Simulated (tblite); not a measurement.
C8H12N2.
Structure used (GFN2-xTB), in Å, numbered top down from 1:
```xyz
22
C8H12N2 angstrom
C     -1.5627   -1.5904    0.3213
C     -0.6543   -0.4465   -0.0807
C     -1.3383    0.9208   -0.1019
N     -0.2226    1.8353    0.0545
C      0.6280    1.2665    1.0859
C      0.6277   -0.2252    0.7632
C      1.4913   -0.6533   -0.4490
C      2.5066    0.2648   -0.8737
N      3.3204    0.9926   -1.2160
C      0.2206   -0.7024   -1.3250
H     -2.3775   -1.6928   -0.3931
H     -1.9885   -1.4116    1.3069
H     -1.0084   -2.5261    0.3516
H     -1.8546    1.1162   -1.0437
H     -2.0709    0.9814    0.7220
H     -0.5116    2.7828    0.2661
H      1.6219    1.7153    1.0368
H      0.2241    1.4128    2.1030
H      0.7609   -0.8423    1.6503
H      1.9499   -1.6353   -0.3038
H      0.1773    0.1091   -2.0478
H      0.0505   -1.6522   -1.8279
```

Level: GFN2-xTB in tblite, geometry and Hessian alike; calculated harmonic values, unscaled, isolated species. Errors from tens to a few hundred cm⁻¹ against measured bands are possible. One conformer, not necessarily the lowest.

Harmonic wavenumbers (cm⁻¹): 45.4, 129.4, 180.4, 204.7, 219.6, 259.9, 326.1, 366.2, 396.1, 504.5, 550.1, 561.3, 580.7, 683.9, 807.1, 846.9, 878.1, 911.8, 938.5, 959.1, 975.5, 1000.9, 1014.4, 1022.4, 1062.5, 1090.3, 1105.8, 1122.0, 1137.6, 1154.0, 1174.0, 1201.8, 1215.7, 1224.4, 1242.6, 1264.3, 1276.0, 1290.8, 1300.0, 1340.1, 1364.7, 1409.8, 1452.6, 1480.2, 1484.9, 1495.4, 1498.9, 2401.6, 2806.9, 2815.3, 2943.3, 2975.7, 2982.6, 2991.7, 3010.2, 3024.6, 3026.7, 3027.9, 3034.1, 3400.4.

A = 2274, B = 1211, C = 981.4 MHz; mass 136.100 u (most abundant isotopes); point group C1, symmetry number 1.

Problem. Zero-point energy?

Solution. Half the sum of the wavenumbers: 41096 cm⁻¹ = 491.62 kJ/mol.

Problem. What is S at 273.15 K and 1 bar for an ideal gas of classical rigid rotors and harmonic oscillators?

Solution. Translation 168.31, rotation 120.94, vibration 89.80: S = 379.0 J/(mol K).

Problem. And Cp and H(273.15 K) − H(0)?

Solution. Cp = 145.08 J/(mol K), of which vibrations give 111.82 (their classical limit is 60 R = 498.9); H(273.15 K) − H(0) = 22.97 kJ/mol without the zero-point energy, 13.88 from vibrations.

Problem. What must be added to the electronic energy to get the Gibbs energy at 273.15 K and 1 bar?

Solution. ZPE + [H(273.15 K) − H(0)] − T·S = 491.62 + 22.97 − 103.54 = 411.05 kJ/mol.

Problem. Which modes carry the vibrational entropy at 273.15 K?

Solution. 45.4 cm⁻¹: 20.23; 129.4 cm⁻¹: 11.66; 180.4 cm⁻¹: 9.04; 204.7 cm⁻¹: 8.08; 219.6 cm⁻¹: 7.55; 259.9 cm⁻¹: 6.32 J/(mol K); the other 54 give 26.91 together.

Hindered rotation and anharmonicity are outside this model. Other conformers, if any are populated, would add a mixing term that is left out. The structure is chiral; the term R ln 2 for an equal mix with its mirror image is left out.

Hardware: x86-64 server, one thread (shared host). This covers the Hessian and the dipole derivatives.
